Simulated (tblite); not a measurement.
A tight-binding relaxation on `C[C@@H](F)CB1SCCS1`.

Computed with GFN2-xTB geometry optimisation, gas phase (tblite 0.8.0). Start geometry: from a force field or distance geometry. The command runs a driver script over a list of jobs; the input below is this job's line of settings and its coordinates in Å.

Command:
```bash
OMP_NUM_THREADS=1 python probes_run.py task.json out
```

Input:
```
{"job": {"kind": "relax", "xc": "GFN2-xTB", "basis": "xTB"}, "charge": 0, "multiplicity": 1}
C      2.496200    -0.878700    -0.505600
C      2.361700     0.509900     0.116800
F      3.465100     1.308600    -0.144600
C      1.111700     1.135900    -0.400600
B     -0.138200     0.230000     0.010000
S     -1.156800    -0.849900    -1.174100
C     -2.680000    -1.025100    -0.211300
C     -2.955000     0.311900     0.448000
S     -1.419800     0.805700     1.275000
H      3.535600    -0.999500    -0.832900
H      1.764300    -1.019000    -1.344000
H      2.236600    -1.622400     0.279500
H      2.258400     0.379000     1.247800
H      1.109300     1.277100    -1.495300
H      1.008500     2.151800     0.084500
H     -3.551000    -1.261600    -0.835100
H     -2.538000    -1.781900     0.600000
H     -3.748800     0.264200     1.222000
H     -3.169600     1.073400    -0.332300
```

Output:
```
step      E/eV     max force
  0    -769.40685    3.107
  1    -769.70491    2.268
  2    -769.94314    1.145
  3    -770.01764    0.939
  4    -770.09500    0.487
  5    -770.12230    0.404
  6    -770.14434    0.315
  7    -770.15955    0.362
  8    -770.17109    0.303
  9    -770.17929    0.213
... (159 lines left out)
169    -770.37044    0.042
170    -770.37058    0.027
171    -770.37067    0.021
172    -770.37078    0.018
173    -770.37090    0.019
174    -770.37100    0.019
175    -770.37109    0.023
176    -770.37115    0.018
177    -770.37120    0.014
178    -770.37123    0.010
```

«max force» is the largest atomic force in eV/Å.

Question: From which step on does the largest force stay under 0.1 eV/Å, and how much energy is left to gain from there?

Answer: From step 157 (0.058 eV/Å), 8.3 meV above the end.

Main results: energy lowered by 22.2 kcal/mol over 178 steps; largest atomic force 0.010 eV/Å at the end.

Question: Where do the atoms end?

Answer: 0.906 Å rms from the input after alignment:
```
atom  x, y, z in Å
C1     2.5227   -0.8502    0.0356
C2     2.1629    0.6263    0.0713
F3     3.2888    1.3606   -0.2752
C4     1.0315    0.9879   -0.8918
B5    -0.3921    0.4416   -0.4733
S6    -1.6922    0.1602   -1.6702
C7    -2.8490   -0.6595   -0.4986
C8    -2.6461   -0.1057    0.8922
S9    -0.8492    0.0966    1.2255
H10    3.3796   -1.0379    0.6779
H11    2.7734   -1.1489   -0.9798
H12    1.6805   -1.4392    0.3860
H13    1.9131    0.9389    1.0941
H14    1.3122    0.6553   -1.8949
H15    0.9886    2.0817   -0.9465
H16   -3.8616   -0.4835   -0.8580
H17   -2.6285   -1.7273   -0.5389
H18   -3.0493   -0.7709    1.6542
H19   -3.0954    0.8830    0.9979
```

Question: Estimate the wall time. Hardware: an Arm Neoverse V2 with one thread, shared host with 32 logical CPUs at a one-minute load of 28.

Answer: About 1.3 s.
Labels such as C1 count atoms from 1, the log's own numbers from 0.
